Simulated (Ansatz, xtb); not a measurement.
**A geometry optimisation of ClGaHNO+ with r2SCAN-D4/def2-SVP**

The starting geometry of this gas-phase doublet has its atoms placed at random.

```yaml
atoms:
  - { symbol: Cl, position_ang: [0.4099, 0.5683, -0.6272] }
  - { symbol: Ga, position_ang: [0.7737, -0.3439, 1.7421] }
  - { symbol: N, position_ang: [-0.4207, -1.5483, 0.9592] }
  - { symbol: O, position_ang: [-0.7478, -1.6244, -0.7140] }
  - { symbol: H, position_ang: [1.7505, -0.1507, 0.8570] }
```

**Question.** Guess where an optimisation with r2SCAN-D4/def2-SVP ends from this start.

**Answer.** It ends as a structure given below by its coordinates. Distances that change by over a tenth: Ga2–N3 (1.87 → 2.26 Å), Ga2–H5 (1.33 → 1.52 Å). Contacts that close: Cl1–Ga2 (2.56 → 2.07 Å), N3–O4 (1.71 → 1.13 Å).

The energy falls by 8.77 eV over 16 steps:

```csv
step,E − E(last) (eV)
1,8.770
3,3.859
4,2.758
6,1.056
8,0.288
9,0.062
11,0.028
13,0.002
14,0.001
16,0.000
```

Final geometry (Å):

```xyz
5

Cl    0.0599    1.3642   -0.5589
Ga    1.0349    0.0014    0.6563
N    -0.5865   -1.5674    0.6357
O    -0.8670   -2.3807   -0.1046
H     2.1242   -0.5165    1.5886
```

From the same start GFN2-xTB ends elsewhere, differing in Cl1–H5 (1.28 against 3.52 Å here), Ga2–N3 (2.45 against 2.26 Å here), Ga2–H5 (3.72 against 1.52 Å here).

From so rough a start the end depends on the optimiser's path, so another program may land elsewhere. No frequencies were run, so the end isn't proven a minimum. Open shells are spin-unrestricted. Run with Ansatz 0.2.0, 2.8 min on 1 thread of Intel(R) Xeon(R) 6975P-C (Granite Rapids) (shared host).
